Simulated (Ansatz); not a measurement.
Ansatz (a program for electronic structure) input for Hf(Cl)4(NH3) (Cl4H3HfN), SMILES [NH3]->[Hf]([Cl])([Cl])([Cl])[Cl], multiplicity 1, PBE0-D3(BJ)/def2-SVP. 

Ansatz 0.2 input:
```yaml
crystal:
  periodic: [false, false, false]
  atoms:
    - {symbol: Hf, position_ang: [-0.00000000, -0.00000000, 0.02682822]}
    - {symbol: Cl, position_ang: [2.03095258, -1.17257102, -0.33884431]}
    - {symbol: Cl, position_ang: [0.00000001, -0.00000003, 2.38818693]}
    - {symbol: Cl, position_ang: [0.00000001, 2.34514204, -0.33884425]}
    - {symbol: Cl, position_ang: [-2.03095258, -1.17257101, -0.33884430]}
    - {symbol: N, position_ang: [-0.00000001, 0.00000004, -2.40762799]}
    - {symbol: H, position_ang: [-0.00000001, -0.95352197, -2.79878511]}
    - {symbol: H, position_ang: [0.82577429, 0.47676104, -2.79878509]}
    - {symbol: H, position_ang: [-0.82577429, 0.47676105, -2.79878509]}
basis:
  gaussian:
    orbitals: def2-SVP
hamiltonian:
  xc: pbe0
  dispersion: d3bj
relax: {f_tol: 0.002, max_steps: 200}
```

It prints:

```
WARN ansatz: RAYON_NUM_THREADS=1 ignored (pool sized by the plan → 1); use --threads N
Functional definition: PBE0
integrals: 0.10 GiB planned
1361 factors; integrals over basis functions are off by at most 2.3e-4 eV
mean field: 0.85 GiB planned
mean field evaluation 1: about -52906.4377 eV, gradient 4.6e1 eV
mean field evaluation 2: about -52901.3623 eV, gradient 6.5e1 eV
mean field evaluation 4: about -52910.8199 eV, gradient 3.7e0 eV
mean field evaluation 8: about -52910.9055 eV, gradient 8.1e-2 eV
mean field evaluation 16: about -52910.9055 eV, gradient 5.1e-5 eV
mean field -52910.90550857 eV, -1944.4399131402 hartree, gradient 5.1e-5 eV, S^2 0.000000; 0 other end points of the search recorded, 0 dependent functions left out
the calculation of the forces begins
reference -52910.90557054 eV, -1944.4399154175 hartree; 45, 45 occupied and 88, 88 virtual orbitals, 1361 factors
relax step   1: F+E_penalty+E_count = -52911.22334722 eV  Δ(F+E_penalty+E_count) = +0.000e0 eV  max|allowed force component| = 3.449e-1 eV/Å  Δτ_max = 0.0000 Å  (28 SCF iters, accepted)
these checks for a lower state are left out or cut short: starts, cluster_reference, orbital_swaps, neighbouring_geometries, increment
integrals: 0.11 GiB planned
1361 factors; integrals over basis functions are off by at most 2.5e-4 eV
mean field: 0.85 GiB planned
mean field -52910.90670760 eV, -1944.4399572035 hartree, gradient 1.2e-5 eV, S^2 0.000000; 0 other end points of the search recorded, 0 dependent functions left out
the calculation of the forces begins
reference -52910.90676949 eV, -1944.4399594779 hartree; 45, 45 occupied and 88, 88 virtual orbitals, 1361 factors
relax step   2: F+E_penalty+E_count = -52911.22899392 eV  Δ(F+E_penalty+E_count) = -5.647e-3 eV  max|allowed force component| = 3.131e-1 eV/Å  Δτ_max = 0.0402 Å  (30 SCF iters, accepted)
these checks for a lower state are left out or cut short: starts, cluster_reference, orbital_swaps, neighbouring_geometries, increment
integrals: 0.10 GiB planned
1361 factors; integrals over basis functions are off by at most 2.4e-4 eV
mean field: 0.85 GiB planned
mean field evaluation 32: about -52910.9139 eV, gradient 1.1e-5 eV
mean field -52910.91387528 eV, -1944.4402206109 hartree, gradient 1.1e-5 eV, S^2 0.000000; 0 other end points of the search recorded, 0 dependent functions left out
the calculation of the forces begins
reference -52910.91393723 eV, -1944.4402228877 hartree; 45, 45 occupied and 88, 88 virtual orbitals, 1361 factors
relax step   3: F+E_penalty+E_count = -52911.23420343 eV  Δ(F+E_penalty+E_count) = -5.210e-3 eV  max|allowed force component| = 7.837e-2 eV/Å  Δτ_max = 0.0164 Å  (32 SCF iters, accepted)
these checks for a lower state are left out or cut short: starts, cluster_reference, orbital_swaps, neighbouring_geometries, increment
integrals: 0.10 GiB planned
1361 factors; integrals over basis functions are off by at most 2.4e-4 eV
mean field: 0.85 GiB planned
mean field -52910.91403651 eV, -1944.4402265361 hartree, gradient 1.2e-5 eV, S^2 0.000000; 0 other end points of the search recorded, 0 dependent functions left out
the calculation of the forces begins
reference -52910.91409846 eV, -1944.4402288126 hartree; 45, 45 occupied and 88, 88 virtual orbitals, 1361 factors
relax step   4: F+E_penalty+E_count = -52911.23430676 eV  Δ(F+E_penalty+E_count) = -1.033e-4 eV  max|allowed force component| = 2.504e-2 eV/Å  Δτ_max = 0.0017 Å  (33 SCF iters, accepted)
these checks for a lower state are left out or cut short: starts, cluster_reference, orbital_swaps, neighbouring_geometries, increment
integrals: 0.10 GiB planned
1361 factors; integrals over basis functions are off by at most 2.4e-4 eV
mean field: 0.85 GiB planned
mean field -52910.91401465 eV, -1944.4402257328 hartree, gradient 2.4e-5 eV, S^2 0.000000; 0 other end points of the search recorded, 0 dependent functions left out
the calculation of the forces begins
reference -52910.91407660 eV, -1944.4402280095 hartree; 45, 45 occupied and 88, 88 virtual orbitals, 1361 factors
relax step   5: F+E_penalty+E_count = -52911.23431941 eV  Δ(F+E_penalty+E_count) = -1.265e-5 eV  max|allowed force component| = 6.304e-3 eV/Å  Δτ_max = 0.0018 Å  (24 SCF iters, accepted)
these checks for a lower state are left out or cut short: starts, cluster_reference, orbital_swaps, neighbouring_geometries, increment
integrals: 0.10 GiB planned
1361 factors; integrals over basis functions are off by at most 2.4e-4 eV
mean field: 0.85 GiB planned
mean field -52910.91401666 eV, -1944.4402258065 hartree, gradient 6.8e-5 eV, S^2 0.000000; 0 other end points of the search recorded, 0 dependent functions left out
the calculation of the forces begins
reference -52910.91407860 eV, -1944.4402280830 hartree; 45, 45 occupied and 88, 88 virtual orbitals, 1361 factors
relax step   6: F+E_penalty+E_count = -52911.23432421 eV  Δ(F+E_penalty+E_count) = -4.800e-6 eV  max|allowed force component| = 1.105e-3 eV/Å  Δτ_max = 0.0007 Å  (22 SCF iters, accepted)
integrals: 0.10 GiB planned
1361 factors; integrals over basis functions are off by at most 2.4e-4 eV
mean field: 0.85 GiB planned
mean field evaluation 64: about -52910.9140 eV, gradient 4.9e-2 eV
mean field -52910.91401666 eV, -1944.4402258065 hartree, gradient 6.8e-5 eV, S^2 0.000000; 1 other end points of the search recorded, 0 dependent functions left out
the calculation of the forces begins
reference -52910.91407860 eV, -1944.4402280830 hartree; 45, 45 occupied and 88, 88 virtual orbitals, 1361 factors
Total energy: -52911.23438615 eV, -1944.4519991683 hartree
Atom 0 at     0.000178    -0.000103     0.015184 Å, force    -0.000290     0.000167     0.000196 eV/Å
Atom 1 at     2.022370    -1.167616    -0.349195 Å, force     0.000275    -0.000159     0.000048 eV/Å
Atom 2 at    -0.000235     0.000136     2.365708 Å, force     0.000096    -0.000055    -0.000198 eV/Å
Atom 3 at     0.000091     2.334933    -0.349487 Å, force    -0.000060     0.000028     0.000068 eV/Å
Atom 4 at    -2.022066    -1.167545    -0.349487 Å, force    -0.000055     0.000038     0.000068 eV/Å
Atom 5 at    -0.000021     0.000012    -2.397183 Å, force     0.001105    -0.000638    -0.000113 eV/Å
Atom 6 at    -0.000106    -0.947034    -2.780491 Å, force    -0.000156     0.000545     0.000191 eV/Å
Atom 7 at     0.820102     0.473609    -2.780491 Å, force    -0.000550    -0.000137     0.000191 eV/Å
Atom 8 at    -0.820312     0.473607    -2.780060 Å, force    -0.000365     0.000211    -0.000452 eV/Å
Dipole moment:     0.000129    -0.000074    -1.254065 e Å
```

The calculation finished and met its thresholds.

Cost: around 60 core-seconds (rough).
